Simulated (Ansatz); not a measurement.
Two isomers of C3H7NOSi: A = `C#COC(N)[SiH3]`, B = `COC1=N[SiH]1C`.

Calculated with Ansatz (gas phase, PBE0-D4/def2-TZVP geometries, no zero-point term in ΔE). CCSD(T)/CBS is the MP2 limit (def2-TZVPP, def2-QZVPP) plus CCSD(T) − MP2 in def2-TZVPP, frozen cores. DFT in def2-TZVPP. B3LYP here is the variant with VWN-RPA as its local correlation; programs differ in this. One conformer a species, not always the lowest.

Problem. Which isomer does CCSD(T)/CBS put lower? Give the gap. (Estimate.)

Solution. Computed: B, by 42.8 kcal/mol.

Problem. Give E(B) − E(A) in kcal/mol with B2PLYP, B3LYP-D4, CCSD/def2-TZVPP, B3LYP, PBE0-D4, r2SCAN-D4, HF/def2-TZVPP. (An estimate is asked.)

Solution. The calculation gave: B2PLYP -42.4, B3LYP-D4 -41.0, CCSD/def2-TZVPP -42.4, B3LYP -41.6, PBE0-D4 -45.7, r2SCAN-D4 -46.3, HF/def2-TZVPP -39.6. None reverses the order clearly.

Largest T1 diagnostic: 0.014.

From PBE to PBE0 (25 % exact exchange), in def2-TZVPP and without D4, E(B) − E(A) moves by −0.9 kcal/mol. In def2-TZVPP, CCSD(T) changes the Hartree–Fock value by −3.4 kcal/mol (the triples alone add −0.6 kcal/mol) and MP2 by −4.5 kcal/mol.
